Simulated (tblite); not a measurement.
Isomers of H6N3Si2 (doublet state). Level: GFN2-xTB in tblite, geometry and Hessian alike; calculated harmonic values, unscaled, isolated species. This tight-binding method is rough: wavenumbers can miss measured ones by several per cent, in bad cases by 10 to 20. Modes of hydrogen on silicon can be 10 to 20 % off. One conformer each. Open shells enter through the occupations alone, without spin polarisation, and single modes of such species can be off by tens of per cent.

Electronic energies: GFN2-xTB at the same geometries; isomer energies are rough at this level and their order can be wrong.

| SMILES | electronic energy, lowest = 0 (kcal/mol) |
| --- | --- |
| N[Si]1N[SiH2]N1 | 0.3 |
| N[Si@@H]1[N][SiH2]N1 | 13.1 |
| N[SiH]1N[SiH]N1 | 0.0 |

Question: How do GFN2-xTB zero-point energies change the relative energies?

Answer: 
```json
{"SMILES": "N[SiH]1N[SiH]N1", "ZPE (kcal/mol)": "45.4", "of it from modes above 1550 cm⁻¹": "26.4", "electronic (kcal/mol)": "0.0", "with ZPE, lowest = 0 (kcal/mol)": "0.0", "lowest mode (cm⁻¹)": "122", "rings": "1"}
{"SMILES": "N[Si]1N[SiH2]N1", "ZPE (kcal/mol)": "45.3", "of it from modes above 1550 cm⁻¹": "26.4", "electronic (kcal/mol)": "0.3", "with ZPE, lowest = 0 (kcal/mol)": "0.2", "lowest mode (cm⁻¹)": "118", "rings": "1"}
{"SMILES": "N[Si@@H]1[N][SiH2]N1", "ZPE (kcal/mol)": "44.0", "of it from modes above 1550 cm⁻¹": "25.0", "electronic (kcal/mol)": "13.1", "with ZPE, lowest = 0 (kcal/mol)": "11.7", "lowest mode (cm⁻¹)": "127", "rings": "1"}
```

The zero-point energies span 1.4 kcal/mol, from `N[Si@@H]1[N][SiH2]N1` to `N[SiH]1N[SiH]N1`. The order is unchanged.

Question: What do entropy and thermal enthalpy add at 298.15 K and 1 bar (rigid rotor, harmonic oscillator, one conformer each)?

Answer: 
```csv
SMILES,point group,symmetry number,S (cal/(mol K)),H − H(0) (kcal/mol),ZPE + H − H(0) − TS (kcal/mol)
N[SiH]1N[SiH]N1,C1,1,84.7,5.41,25.5
N[Si]1N[SiH2]N1,C1,1,85.2,5.46,25.3
N[Si@@H]1[N][SiH2]N1,C1,1,83.6,5.25,24.3
```

S holds R ln(2S + 1) for the spin.
